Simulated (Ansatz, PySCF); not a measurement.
System: SiCl (charge +1, singlet). 
Structure (B3LYP-D3(BJ)/def2-TZVP (Ansatz, a program for electronic structure) minimum search):
```xyz
2

Si     0.0000     0.0000    -1.0778
Cl     0.0000     0.0000     0.8876
```
Charge +1, spin multiplicity 1.

Total electronic energies in hartree. Valence correlation only, unless marked. Spin-orbit coupling is left out. No relativistic terms. CBS marks a two-point X^-3 extrapolation of the correlation energy; Hartree-Fock from the larger set (for Q and 5 zeta extrapolated as (X+1)exp(-9√X)).

| level | program | energy (Eh) |
|---|---|---|
| HF/6-31G | Ansatz | -748.05252 |
| RI-HF/def2-TZVPPD | Ansatz | -748.18348 |
| PBE-D4/def2-TZVPD | Ansatz + dftd4 | -749.08257 |
| BP86/def2-TZVPD | PySCF | -749.48343 |
| TPSSh/def2-TZVPD | PySCF | -749.43846 |
| MP2/def2-TZVPPD | Ansatz | -748.44188 |
| MP2/cc-pV(5+d)Z | Ansatz | -748.49563 |
| MP2/CBS(cc-pV(Q+d)Z,cc-pV(5+d)Z) | Ansatz | -748.5066 |
| SCS-MP2/cc-pVTZ | Ansatz | -748.45057 |
| SCS-MP2/def2-QZVPP | Ansatz | -748.48785 |
| CCSD/def2-SVP | Ansatz | -748.13885 |
| CCSD/def2-SVPD | Ansatz | -748.15676 |
| CCSD(T)/def2-SVP | Ansatz | -748.14611 |
| CCSD(T) with core electrons (1s frozen past Ne)/cc-pwCVTZ | Ansatz | -749.03243 |
| CCSD(T)/CBS(cc-pV(Q+d)Z,cc-pV(5+d)Z) | Ansatz | -748.5415 |

Totals of different functionals don't rank their quality; only differences between species are comparable.
